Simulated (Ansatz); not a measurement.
C3H9NSi, SMILES `CNC1C[SiH2]1`. Total charge 0; spin multiplicity 1.

```xyz
14

C     1.354   -0.189    1.491
N     0.583   -0.814    0.436
C     0.136    0.106   -0.565
C    -1.136    0.900   -0.200
Si   -1.366   -0.308   -1.578
H     1.686   -0.947    2.204
H     0.723    0.522    2.030
H     2.237    0.360    1.127
H     1.102   -1.571    0.015
H     0.904    0.728   -1.042
H    -1.125    1.967   -0.394
H    -1.565    0.636    0.762
H    -2.080   -1.574   -1.316
H    -1.452    0.184   -2.970
```

Task: List the harmonic frequencies (cm⁻¹, unscaled) at PBE0-D4/def2-TZVP in Ansatz. (An estimate is asked.)

Result: The calculation gave: 117, 165, 216, 316, 418, 478, 538, 616, 654, 717, 772, 817, 873, 914, 967, 1008, 1042, 1113, 1147, 1184, 1218, 1349, 1408, 1446, 1466, 1482, 1510, 2257, 2282, 2966, 3016, 3079, 3124, 3135, 3220, 3571.

Task: Is this a minimum?

Result: Yes, all 36 modes are real.

Task: Give the ideal-gas thermochemistry at 298.15 K and 1 bar (rigid rotor, harmonic oscillator; point group C1, symmetry number 1).

Result: Zero-point energy 302.6 kJ/mol; H(298) − E = 322.7 kJ/mol; entropy 331.1 J/(mol·K), of which translation 164.6, rotation 110.0, vibration 56.5; G(298) − E = 224.0 kJ/mol.

Task: And at 400, 500, 600, 800 and 1000 K?

Result: 
| T (K) | H − E (kJ/mol) | S (J/mol/K) | G − E (kJ/mol) |
| --- | --- | --- | --- |
| 400 | 335.8 | 368.5 | 188.4 |
| 500 | 351.4 | 403.3 | 149.8 |
| 600 | 369.4 | 436.0 | 107.8 |
| 800 | 410.8 | 495.4 | 14.5 |
| 1000 | 457.8 | 547.7 | -89.9 |
